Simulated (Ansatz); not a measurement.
Dissociation curve of Ga₂, triplet.

ROHF/cc-pVTZ (Ansatz, a program for electronic structure); ROMP2 = MP2 on ROHF/cc-pVTZ, cores with 3d frozen run with Ansatz; ROCCSD = CCSD on ROHF/cc-pVTZ, cores with 3d frozen (Ansatz); ROCCSD(T) = Ansatz with CCSD(T) on ROHF/cc-pVTZ, cores with 3d frozen; UHF/cc-pVTZ (Ansatz); UMP2 = MP2 on UHF/cc-pVTZ, cores with 3d frozen run with Ansatz; UCCSD = CCSD on UHF/cc-pVTZ, cores with 3d frozen (Ansatz); UCCSD(T) = CCSD(T) on UHF/cc-pVTZ, cores with 3d frozen (Ansatz); UCCSDT = CCSDT on UHF/cc-pVTZ, cores with 3d frozen (Ansatz); UCCSDT(Q) = Ansatz with CCSDT(Q) on UHF/cc-pVTZ, cores with 3d frozen; UKS-B3LYP = unrestricted B3LYP/cc-pVTZ (Ansatz); UKS-CAM-B3LYP = Ansatz with unrestricted CAM-B3LYP/cc-pVTZ; UKS-PBE = unrestricted PBE/cc-pVTZ run with Ansatz; FCI = full CI/cc-pVTZ, cores with 3d frozen in Ansatz.

All curves are set to zero at 2.74 Å and compared with full CI in the same basis at 2.74, 2.92, 3.00, 3.07, 3.38, 3.71, 4.05, 4.50, 4.91, 5.28, 5.90, 6.64, 7.36, 7.96 Å.

Problem. Order the methods by the spread of their error (largest minus smallest) over these points.

Solution. UCCSDT(Q) has the smallest spread and UHF the largest. In order (kcal/mol): UCCSDT(Q) 0.58, UCCSDT 0.98, UKS-B3LYP 2.59, ROCCSD(T) 2.79, UCCSD(T) 3.02, ROCCSD 4.20, UKS-CAM-B3LYP 4.27, UCCSD 4.45, ROMP2 5.33, UMP2 5.82, UKS-PBE 7.95, ROHF 12.10, UHF 12.68.

Errors against full CI at some of the points (kcal/mol):

```tsv
method	3.38 Å	4.05 Å	5.28 Å	6.64 Å	7.96 Å
UCCSDT(Q)	0.1	0.2	0.5	0.1	0.0
UCCSDT	0.2	0.6	0.4	-0.1	-0.2
UKS-B3LYP	-1.0	-0.7	1.4	1.2	1.0
ROCCSD(T)	0.5	2.2	0.2	-0.5	-0.6
UCCSD(T)	0.8	2.4	0.2	-0.5	-0.6
ROCCSD	0.7	1.2	-1.8	-2.5	-2.7
UKS-CAM-B3LYP	1.9	2.8	-0.1	-1.0	-1.1
UCCSD	1.0	1.4	-1.7	-2.5	-2.7
ROMP2	2.9	3.2	-0.2	-1.0	-1.1
UMP2	3.5	2.9	-0.7	-1.5	-1.6
UKS-PBE	-0.9	-0.9	3.5	6.5	6.8
ROHF	-0.6	-5.4	-10.9	-11.9	-12.1
UHF	-0.3	-5.7	-11.4	-12.5	-12.7
```

The scan ran from 2.17 to 7.96 Å; beyond the distances shown full CI changes its symmetry label. The T1 diagnostic of CCSD on the restricted reference of ROMP2, ROCCSD, ROCCSD(T) exceeds 0.045 at 3.38 to 4.05 Å.
